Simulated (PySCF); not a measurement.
**From a raw peak list to a structure**

Formula C₅H₇N₃. The spectrum was simulated from the full spin Hamiltonian at 600 MHz with 1.2 Hz Lorentzian lines, from shifts rounded to 0.01 ppm and J to 0.1 Hz, couplings under 1 Hz left out.

```
region  integral (H)    ppm      Hz  height
     1             1  7.780  4668.0      33
     2             1  7.072  4243.2       8
     2                7.056  4233.3       8
     2                7.045  4227.2       9
     2                7.029  4217.3       9
     3             1  6.534  3920.6      10
     3                6.532  3919.0      10
     3                6.508  3904.6       9
     3                6.505  3903.0       9
     4             1  5.250  3149.8       9
     4                5.247  3148.1       9
     4                5.233  3139.9       9
     4                5.230  3138.2       9
     5             3  2.560  1536.0     100
```

¹³C{¹H} NMR (computed): δ 155.7, 155.2, 132.7, 109.6, 13.7.

No solvent, no relativistic terms, one computed conformer, equivalent nuclei averaged. GFN2-xTB geometry; J: B3LYP/pcJ-1 (spin–dipole term only in couplings to heteroatoms); shielding tensors at PBE0/pcSseg-1 (GIAO); PySCF 2.14.

References, each an isolated molecule treated in the same way: ¹H and ¹³C vs TMS.

**Question.** Analyse the multiplets.

**Answer.** ¹H NMR (600 MHz, computed): δ 7.78 (s, 1H), 7.05 (dd, J = 16.0, 9.9 Hz, 1H), 6.52 (dd, J = 16.0, 1.7 Hz, 1H), 5.24 (dd, J = 9.9, 1.7 Hz, 1H), 2.56 (s, 3H). These are first-order names from the parameters used; overlap and second-order distortion can hide them in the list.

**Question.** What is the compound?

**Answer.** `C=Cn1ncnc1C`.

Mapped SMILES: `[CH2:1]=[CH:2][n:3]1[n:4][cH:5][n:6][c:7]1[CH3:8]`. Hydrogens are named by the atom that carries them. Ha(C1) is cis to N3; Hb(C1) is trans to N3.

- δ 7.78: H(C5), hydrogen on an aromatic CH between two ring heteroatoms.
- δ 7.05: H(C2), hydrogen on an alkene CH, coupled to Ha(C1) (16.0 Hz), Hb(C1) (9.9 Hz).
- δ 6.52: Ha(C1), hydrogen on a terminal =CH2 carbon, coupled to H(C2) (16.0 Hz), Hb(C1) (1.7 Hz).
- δ 5.24: Hb(C1), hydrogen on a terminal =CH2 carbon, coupled to H(C2) (9.9 Hz), Ha(C1) (1.7 Hz).
- δ 2.56: H(C8), hydrogen on a methyl carbon on an aromatic ring.

The shifts were computed for this structure.

Multiplet labels drop couplings under 1 Hz and merge nearly equal ones. Unscaled 3J(H,H) at this level run about 10 % above measured values. Shifts are as computed. Against solution values, carbons near 30 ppm lie about +3 ppm off and those near 130 ppm about +5 ppm. Of 1211 compounds with measured shifts, 218 miss one by over three times the rms of a fit or turn the order of signals round; such compounds aren't used in these exercises.
